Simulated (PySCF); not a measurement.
Correlation energy of Si⁺ (silicon, charge +1)

[Ne] 3s2 4s1, 2S determinant (an excited configuration). All numbers are calculated (PySCF 2.14, the non-relativistic Hamiltonian (point nucleus), in aug-cc-pV(Q+d)Z). Frozen: [Ne]; 3 electrons correlated.

```tsv
level	correlation energy (mhartree)
CCSD	-56.13
(T)	-1.18
CCSD(T)	-57.31
```

Diagnostics: T1 = 0.017, D1 = 0.0400, largest double amplitude 0.109.

The outer electron is Rydberg-like, and this basis confines it to a smaller radius and binds it less than a complete one would.

Cost of the coupled-cluster step: of the order of 29 core-seconds, for 3 correlated electrons.
